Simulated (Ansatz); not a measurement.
Mulliken charges of C2H4BFSi, SMILES `FC1=CB[SiH2]1` from r2SCAN/def2-TZVPP in Ansatz (PBE0-D4/def2-TZVP geometry).

```tsv
atom	x (Å)	y (Å)	z (Å)	charge (e)
F1	0.445	-0.482	2.264	-0.166
C2	0.258	-0.225	0.981	0.170
C3	1.228	-0.284	0.030	-0.108
B4	0.439	0.101	-1.219	-0.004
Si5	-1.220	0.286	-0.088	0.170
H6	2.268	-0.547	0.213	0.069
H7	0.800	0.206	-2.348	0.019
H8	-2.327	-0.709	-0.118	-0.075
H9	-1.803	1.609	0.268	-0.075
```

Task: By hand: the dipole of these point charges (1 e Å = 4.8032 D).

Result: Σ q r = (0.110, 0.019, -0.264) e Å, of length 0.287 e Å = 1.38 D.

Task: How does the dipole of the full density compare? (Estimate.)

Result: Computed: (0.058, -0.006, -0.043) e Å, 0.35 D; the point charges give 3.94 times that, at 32° from its direction.

Point charges leave out the atoms' own dipoles, such as those of lone pairs, and Mulliken's split depends on the basis, so the two needn't agree.
